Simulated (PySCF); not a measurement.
PySCF input file for C₃H₆Cl₂Si, SMILES C/C=C/[SiH](Cl)Cl, SMD-ωB97X/6-31G*. Geometry: B3LYP-D3(BJ)/def2-SVP. The structure was generated by enumeration; whether it is a known compound was not checked. Other conformers were not sampled.

```python
import numpy as np
from pyscf import gto, scf, dft
from pyscf.solvent import smd

mol = gto.M(
    atom='''
    C    -3.72190142   -0.20660563   -0.00000001
    C    -2.32937952    0.34224778    0.00000000
    C    -1.19675662   -0.38123876   -0.00000000
    Si    0.46238873    0.42271857    0.00000001
    Cl    1.54342588   -0.15580640   -1.67521464
    Cl    1.54342588   -0.15580640    1.67521464
    H    -4.28037383    0.14881395    0.88339395
    H    -3.72965838   -1.30651692   -0.00000001
    H    -4.28037382    0.14881395   -0.88339395
    H    -2.25786419    1.43948442    0.00000000
    H    -1.26107689   -1.47707575   -0.00000000
    H     0.34765033    1.89941748    0.00000000
    ''',
    basis='6-31G*',
    charge=0,
    spin=0,
    max_memory=1600,
    verbose=3,
)
mf = dft.RKS(mol, xc='wb97x').density_fit(auxbasis='def2-universal-jkfit')
mf.grids.level = 3
mf.conv_tol = 1e-9
mf.max_cycle = 100
mf.kernel()
res = {}
for name in ['water', 'ethanol', 'methanol']:
    s = mf.SMD()
    s.with_solvent.solvent, s.with_solvent.sasa_ng = name, 194
    s.kernel(mf.make_rdm1())
    res[name] = (s.e_tot, s.with_solvent.get_cds(), s.dip_moment(), s.mo_energy, s.converged)
    print(f'SMD {name}: dG(solv) = {(s.e_tot - mf.e_tot) * 627.509474:.3f} kcal/mol, of which CDS {res[name][1] * 627.509474:.3f}')
```

Log of the run:

```
converged SCF energy = -1327.81066534752
converged SCF energy = -1327.81189624786
Dipole moment(X, Y, Z, Debye): -4.58676,  1.01497,  0.00000
SMD water: dG(solv) = -0.772 kcal/mol, of which CDS 3.556
converged SCF energy = -1327.82005107789
Dipole moment(X, Y, Z, Debye): -4.55033,  0.99568,  0.00000
SMD ethanol: dG(solv) = -5.890 kcal/mol, of which CDS -1.749
converged SCF energy = -1327.81984498461
Dipole moment(X, Y, Z, Debye): -4.56292,  1.00227,  0.00000
SMD methanol: dG(solv) = -5.760 kcal/mol, of which CDS -1.555
```

The calculation finished and met its thresholds.

Cost: roughly 70 core-seconds.
